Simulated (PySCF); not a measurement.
A structure optimised at PBE0-D3(BJ)/def2-SVP, used in a PySCF frequency run:

```xyz
13

C     -0.9135    -1.9407     0.0000
C     -0.5855    -0.6407     0.0000
C     -1.4199     0.5554     0.0000
C     -0.6647     1.6709     0.0000
C      0.8011     1.3632     0.0000
C      0.8413    -0.1633     0.0000
O      1.8268    -0.8542     0.0000
H     -0.1157    -2.6888     0.0000
H     -1.9518    -2.2810     0.0000
H     -2.5112     0.5337     0.0000
H     -1.0612     2.6883     0.0000
H      1.3363     1.7560     0.8821
H      1.3363     1.7560    -0.8821
```

Task: Write its SMILES, formula and point group.

Result: C=C1C=CCC1=O, C6H6O, Cs

Task: What are its rotational constants (standard atomic weights)?

Result: 3.9350, 3.3506, 1.8302 GHz
